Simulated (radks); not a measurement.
The numbers below are computed, except where a source is named.
The phosphorus anion P3-, [Ar], held by a Watson sphere: a shell of charge +3.65 at radius R that stands for the Madelung well of a crystal (potential energy -3.65/R inside, -3.65/r outside, in hartree with lengths in bohr). Level of theory: non-relativistic Kohn-Sham, LB94 model potential, spin-unpolarised, spherical densities, point nucleus (a radial shooting solver on a logarithmic mesh with Libxc functionals). Response by self-consistent Sternheimer equations with the Hartree and adiabatic LDA kernel. The sphere does not respond.

| R (bohr) | e(2p) (eV) | e(3s) (eV) | e(3p) (eV) | <r> 3p (bohr) | sum of <r^2> (bohr^2) | X-ray form factor at sin(theta)/lambda = 0.2 1/angstrom | alpha (bohr^3) |
|---|---|---|---|---|---|---|---|
| 2.43 | -139.92 | -24.596 | -16.719 | 2.351 | 50.03 | 10.624 | 31.08 |
| 2.79 | -139.17 | -22.718 | -15.190 | 2.497 | 55.80 | 10.430 | 40.77 |
| 3.05 | -138.63 | -21.535 | -14.171 | 2.597 | 59.94 | 10.342 | 49.40 |
| 3.14 | -138.44 | -21.157 | -13.836 | 2.631 | 61.36 | 10.320 | 52.75 |
| 3.78 | -137.11 | -18.872 | -11.712 | 2.857 | 71.43 | 10.252 | 82.98 |
| 3.94 | -136.79 | -18.397 | -11.248 | 2.910 | 73.94 | 10.251 | 92.56 |
| 4.2 | -136.28 | -17.692 | -10.546 | 2.993 | 78.04 | 10.257 | 110.2 |
| 4.24 | -136.20 | -17.590 | -10.443 | 3.005 | 78.67 | 10.258 | 113.1 |

Estimate the row for R = 2.04 bohr.

Answer. e(2p) (eV) -140.97; e(3s) (eV) -26.959; e(3p) (eV) -18.495; <r> 3p (bohr) 2.183; sum of <r^2> (bohr^2) 43.81; X-ray form factor at sin(theta)/lambda = 0.2 1/angstrom 10.949; alpha (bohr^3) 23.09.
